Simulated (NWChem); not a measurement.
All runs are NWChem calculations. System: BrClSn, charge 0, spin multiplicity 1, at a geometry optimised with PBE/def2-SVP with def2 effective core potentials on Sn. The structure started from a generated list of species. Level: MP2/def2-TZVP with def2 effective core potentials on Sn, 18 core orbitals frozen.

NWChem printed:

```
             Northwest Computational Chemistry Package (NWChem) 7.3.0
             --------------------------------------------------------

                                NWChem Input Module
                                -------------------

 Scaling coordinates for geometry "geometry" by  1.889725989
 (inverse scale =  0.529177249)

 Turning off AUTOSYM since
 SYMMETRY directive was detected!

                             Geometry "geometry" -> ""
                             -------------------------

 Output coordinates in angstroms (scale by  1.889725989 to convert to a.u.)

  No.       Tag          Charge          X              Y              Z
 ---- ---------------- ---------- -------------- -------------- --------------
    1 Sn                  50.0000    -0.82218100     0.36060400     0.00000000
    2 Cl                  17.0000     0.70360400     2.22874300     0.00000000
    3 Br                  35.0000     0.83279400    -1.59768100     0.00000000

 Effective nuclear repulsion energy (a.u.)     629.9054102945

            Nuclear Dipole moment (a.u.)
            ----------------------------
        X                 Y               Z
 ---------------- ---------------- ----------------
     0.0000151178    -0.0000075589     0.0000000000

      Symmetry information
      --------------------

 Group name             Cs
 Group number              2
 Group order               2
 No. of unique centers     3

      Symmetry unique atoms

     1    2    3


 Summary of "ao basis" -> "" (spherical)
 ------------------------------------------------------------------------------
       Tag                 Description            Shells   Functions and Types
 ---------------- ------------------------------  ------  ---------------------
 *                         def2-tzvp                  on all atoms

 Summary of "ao basis" -> "ao basis" (spherical)
 ------------------------------------------------------------------------------
       Tag                 Description            Shells   Functions and Types
 ---------------- ------------------------------  ------  ---------------------
 Sn                        def2-tzvp                16       50   6s5p3d2f
 Cl                        def2-tzvp                13       37   5s5p2d1f
 Br                        def2-tzvp                16       48   6s5p4d1f

                                 NWChem SCF Module
                                 -----------------
[...]
 -----------   ------   -------------------------------------------------------
    1 Sn  22    21.09   0.29 -0.78  1.54  0.94  1.16  0.66 -0.40  6.35  0.41  0.61  0.09  8.97  1.04  0.16  0.04  0.00
    2 Cl  17    17.47   2.01  0.45  1.52  1.08  0.90  4.18  1.69  1.06  2.88  1.68  0.00  0.02  0.00
    3 Br  35    35.44   2.00  2.00  1.16  0.78  0.98  1.03  6.00  5.94  1.23  2.87  1.42  8.99  1.02 -0.01  0.04  0.00

       Multipole analysis of the density wrt the origin
       ------------------------------------------------

     L   x y z        total         open         nuclear
     -   - - -        -----         ----         -------
     0   0 0 0      0.000000      0.000000     74.000000

     1   1 0 0     -1.444659      0.000000     43.503526
     1   0 1 0     -0.025870      0.000000    -19.080405
     1   0 0 1     -0.000000      0.000000      0.000000

     2   2 0 0    -41.620761      0.000000    169.845874
     2   1 1 0     -1.187478      0.000000    -94.393502
     2   1 0 1      0.000000      0.000000      0.000000
     2   0 2 0    -47.895774      0.000000    630.811572
     2   0 1 1     -0.000000      0.000000      0.000000
     2   0 0 2    -39.138500      0.000000      0.000000

                   NWChem MP2 Semi-direct Energy/Gradient Module
                   ---------------------------------------------

  Basis functions       =    135
  Molecular orbitals    =    135
  Frozen core           =     18
  Frozen virtuals       =      0
  Active alpha occupied =     19
  Active beta occupied  =     19
  Active alpha virtual  =     98
  Active beta virtual   =     98
  Use MO symmetry       = T
  Use skeleton AO sym   = T

  AO/Fock/Back tols     =   1.0D-09  1.0D-09  1.0D-09

 GA uses MA = F    GA memory limited = T

 Available:
  local mem=  1.26D+08
 global mem=  1.44D+08
 local disk=  0.00D+00
  mp2_memr nvloc                    98
  nvloc new                    98
   1 passes of  19:        5242880                     130241                  54273513.
   1 passes of  19: M    126125919           G      144142750           F     120883039.

 Semi-direct pass number   1 of   1  for RHF alpha+beta  at        5.9s
  vrange nnbf                  8568
  mp2_eaftype                   207  avail_ma_in_mb                  1099
 EAF : mp2_eaftype filesize         207   27136757.
  mp2_eaf for mointskh                    207
Node 0 wrote    127.6 Mb in      0.2 s     Agg I/O rate:   766.2 Mb/s
 Done moints_semi at       16.0s
  mp2_eaftype                   207  avail_ma_in_mb                   892
 EAF : mp2_eaftype filesize         207   27136757.
  mp2_eaf for kh                   207
 Done maket at       16.4s
 Done multipass loop at       16.4s

          -------------------------------------------
          SCF energy               -3245.403555050467
          Correlation energy          -0.755944400492
          Singlet pairs               -0.401151687259
          Triplet pairs               -0.354792713233
          Total MP2 energy         -3246.159499450958
          -------------------------------------------

          ---------------------------------------------------
                    Spin Component Scaled (SCS) MP2
          Same spin pairs                     -0.236528475489
          Same spin scaling factor             0.333333333333
          Opposite spin pairs                 -0.519415925003
          Opposite spin scaling fact.          1.200000000000
          SCS-MP2 correlation energy          -0.702141935167
          Total SCS-MP2 energy             -3246.105696985634
          ---------------------------------------------------

 -----------------------
 Performance information
 -----------------------

 Timer overhead =  9.67D-08 seconds/call

               Nr. of calls         CPU time (s)                 Wall time (s)                GFlops
             ---------------    -------------------     ------------------------------   -------------------
Name         Min   Avg   Max    Min     Avg     Max     Min     Avg     Max   Mx/calls   Min     Max     Sum
mp2: moin     1     1     1    10.     10.     10.      10.     10.     10.     10.      0.0     0.0     0.0
mp2: make     1     1     1   0.33    0.33    0.33     0.33    0.33    0.33    0.33      0.0     0.0     0.0
mp2: tota     1     1     1    11.     11.     11.      11.     11.     11.     11.      0.0     0.0     0.0

 The average no. of pstat calls per process was 3.00D+00
 with a timing overhead of 2.90D-07s

 Task  times  cpu:       16.4s     wall:       16.4s

 Total times  cpu:       16.4s     wall:       16.4s
```

Write an NWChem input that would produce this output.

One answer among several that fit: 
```
start mol
memory heap 200 mb stack 900 mb global 1100 mb
geometry units angstroms nocenter noautoz
  Sn    -0.822181     0.360604     0.000000
  Cl     0.703604     2.228743     0.000000
  Br     0.832794    -1.597681     0.000000
  symmetry group Cs
end
basis spherical
  * library def2-tzvp
end
ecp
  Sn library def2-ecp
end
scf
  rhf
  nopen 0
  maxiter 100
  thresh 1e-7
  semidirect memsize 60000000 filesize 0
end
mp2
  freeze core 18
end
task mp2 energy
```
